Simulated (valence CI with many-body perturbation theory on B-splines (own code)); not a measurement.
## Mn⁴⁺: electric-dipole lines

Level of theory: relativistic CI+MBPT: three valence electrons over a frozen Dirac-Fock core [Ar], a basis of 7 s, 7 p, 8 d, 6 f, 4 g, 1 h functions for each j, with the one-electron correlation potential Σ1 (screened to all orders), the two-electron term Σ2, the three-electron term Σ3, Breit, model QED; selected single and double excitations, second order for the rest, scaled by the run's own slope (own B-spline code, finite nucleus).

Against 67 measured levels this calculation errs by 1039 cm⁻¹ on average and by 1766 at most. These come from a selection out of Corliss and Sugar, J. Phys. Chem. Ref. Data 6, 1253 (1977). Levels without a partner in it may be off by more, other configurations by 1,000 to 8,000 cm⁻¹. The list stops below the first excitations out of the core.

Lines 1 to 50 of 562 in falling wavelength, among levels below 297960 cm⁻¹, chosen from the strongest by gf and those to the six lowest levels. Wavelengths and rates use the calculated energies, so an error of 1000 cm⁻¹ moves a line at 171.7 nm by 1.7 % and its rate by three times that or more. Electric multipoles are in the length gauge, E1 and E2 with the static RPA response of the core. Weak lines are less certain than strong ones. Lines between different terms over intervals too small for the method are left out, as are lines whose strength nearly cancels. Where a level lies close to another of its J and parity, the split of strength between their lines is uncertain.

Names give the largest LS component (configuration and term), which can be under half, so a name can repeat, a term be missing and a line seem to break the LS rules; names also repeat where a configuration has a term twice. Letters in brackets count levels of one name in rising energy.

```
λ vac (nm)               Upper          Lower   A (s⁻¹)  S (a.u.) with core polarisation  S without
     471.1  3d2.4p 2P°_3/2 [a]  3d2.4s 2S_1/2  7.42e+05                         1.53e-01   1.78e-01
     450.4  3d2.4p 2P°_1/2 [a]  3d2.4s 2S_1/2  1.09e+06                         9.84e-02   1.14e-01
     238.8  3d2.4p 2F°_5/2 [a]  3d2.4s 2G_7/2  1.58e+06                         6.38e-02   7.37e-02
     237.2      3d2.4p 4F°_3/2  3d2.4s 2P_1/2  1.12e+06                         2.96e-02   3.41e-02
     236.9      3d2.4p 4F°_5/2  3d2.4s 2P_3/2  5.97e+05                         2.35e-02   2.70e-02
     234.2  3d2.4p 2F°_7/2 [a]  3d2.4s 2G_9/2  1.72e+06                         8.74e-02   1.01e-01
     230.7  3d2.4p 4D°_5/2 [a]  3d2.4s 2G_7/2  5.31e+05                         1.93e-02   2.22e-02
     227.2  3d2.4p 2F°_5/2 [a]  3d2.4s 2P_3/2  3.61e+06                         1.25e-01   1.44e-01
     226.4  3d2.4p 4D°_7/2 [a]  3d2.4s 2G_9/2  7.68e+05                         3.52e-02   4.05e-02
     223.3  3d2.4p 2D°_3/2 [a]  3d2.4s 2P_3/2  2.90e+06                         6.37e-02   7.31e-02
     220.9  3d2.4p 2D°_3/2 [a]  3d2.4s 2P_1/2  1.78e+07                         3.78e-01   4.34e-01
     219.8  3d2.4p 4D°_5/2 [a]  3d2.4s 2P_3/2  5.44e+06                         1.71e-01   1.97e-01
     218.1  3d2.4p 4D°_3/2 [a]  3d2.4s 2P_3/2  3.26e+06                         6.68e-02   7.68e-02
     215.8  3d2.4p 4D°_3/2 [a]  3d2.4s 2P_1/2  2.11e+07                         4.19e-01   4.82e-01
     214.0  3d2.4p 2D°_5/2 [a]  3d2.4s 2P_3/2  4.48e+07                         1.30e+00   1.49e+00
     212.6  3d2.4p 2G°_7/2 [a]  3d2.4s 2G_7/2  1.40e+07                         5.33e-01   6.15e-01
     211.1      3d2.4p 4G°_5/2  3d2.4s 2D_3/2  5.67e+05                         1.58e-02   1.81e-02
     209.2  3d2.4p 2G°_9/2 [a]  3d2.4s 2G_9/2  1.54e+07                         6.94e-01   8.01e-01
     202.1  3d2.4p 2F°_5/2 [a]  3d2.4s 4P_5/2  1.71e+06                         4.17e-02   4.81e-02
     199.6  3d2.4p 2F°_5/2 [a]  3d2.4s 4P_3/2  4.76e+06                         1.12e-01   1.29e-01
     198.8  3d2.4p 2F°_7/2 [a]  3d2.4s 4P_5/2  1.22e+07                         3.80e-01   4.37e-01
     196.6  3d2.4p 2D°_3/2 [a]  3d2.4s 4P_3/2  8.34e+06                         1.25e-01   1.44e-01
     196.2  3d2.4p 4D°_5/2 [a]  3d2.4s 4P_5/2  4.32e+06                         9.67e-02   1.11e-01
     196.2  3d2.4p 2F°_5/2 [a]  3d2.4s 2D_3/2  1.13e+07                         2.53e-01   2.91e-01
     195.4  3d2.4p 2F°_5/2 [a]  3d2.4s 2D_5/2  1.92e+06                         4.23e-02   4.87e-02
     195.4  3d2.4p 2D°_3/2 [a]  3d2.4s 4P_1/2  4.56e+06                         6.71e-02   7.74e-02
     195.1  3d2.4p 4D°_1/2 [a]  3d2.4s 4P_3/2  3.58e+06                         2.62e-02   3.03e-02
     193.9  3d2.4p 4D°_5/2 [a]  3d2.4s 4P_3/2  6.77e+06                         1.46e-01   1.69e-01
     193.9  3d2.4p 4D°_1/2 [a]  3d2.4s 4P_1/2  2.17e+07                         1.56e-01   1.80e-01
     193.3  3d2.4p 2D°_3/2 [a]  3d2.4s 2D_3/2  2.60e+06                         3.70e-02   4.24e-02
     193.2  3d2.4p 4D°_7/2 [a]  3d2.4s 4P_5/2  6.41e+06                         1.82e-01   2.11e-01
     192.6  3d2.4p 4D°_3/2 [a]  3d2.4s 4P_3/2  3.96e+06                         5.59e-02   6.45e-02
     192.3  3d2.4p 2F°_7/2 [a]  3d2.4s 2D_5/2  5.90e+06                         1.66e-01   1.90e-01
     191.4  3d2.4p 4D°_3/2 [a]  3d2.4s 4P_1/2  5.91e+06                         8.18e-02   9.43e-02
     190.7  3d2.4p 4D°_5/2 [a]  3d2.4s 2D_3/2  9.52e+06                         1.95e-01   2.25e-01
     189.4  3d2.4p 2D°_5/2 [a]  3d2.4s 4P_3/2  4.17e+06                         8.39e-02   9.67e-02
     189.3  3d2.4p 4D°_3/2 [a]  3d2.4s 2D_3/2  1.18e+07                         1.58e-01   1.82e-01
     188.6  3d2.4p 4D°_3/2 [a]  3d2.4s 2D_5/2  2.48e+06                         3.28e-02   3.77e-02
     187.8      3d2.4p 2S°_1/2  3d2.4s 2P_3/2  2.93e+08                         1.92e+00   2.20e+00
     187.1  3d2.4p 4D°_7/2 [a]  3d2.4s 2D_5/2  2.20e+07                         5.70e-01   6.55e-01
     186.1      3d2.4p 2S°_1/2  3d2.4s 2P_1/2  1.75e+08                         1.12e+00   1.28e+00
     185.6  3d2.4p 2D°_5/2 [a]  3d2.4s 2D_5/2  1.32e+07                         2.51e-01   2.88e-01
     177.6  3d2.4p 2F°_5/2 [b]  3d2.4s 2G_7/2  1.49e+07                         2.48e-01   2.85e-01
     174.1  3d2.4p 2F°_7/2 [b]  3d2.4s 2G_7/2  1.84e+06                         3.84e-02   4.41e-02
     174.1  3d2.4p 2F°_7/2 [b]  3d2.4s 2G_9/2  2.38e+07                         4.96e-01   5.69e-01
     172.2  3d2.4p 2P°_3/2 [a]  3d2.4s 2P_3/2  1.78e+06                         1.79e-02   2.04e-02
     171.7      3d2.4p 4G°_7/2  3d2.4s 2F_7/2  6.86e+06                         1.37e-01   1.56e-01
     171.0      3d2.4p 4G°_5/2  3d2.4s 2F_5/2  2.39e+07                         3.54e-01   4.04e-01
     170.7  3d2.4p 2P°_3/2 [a]  3d2.4s 2P_1/2  3.56e+06                         3.49e-02   3.99e-02
     170.5  3d2.4p 4D°_5/2 [b]  3d2.4s 2G_7/2  1.17e+06                         1.71e-02   1.96e-02
```
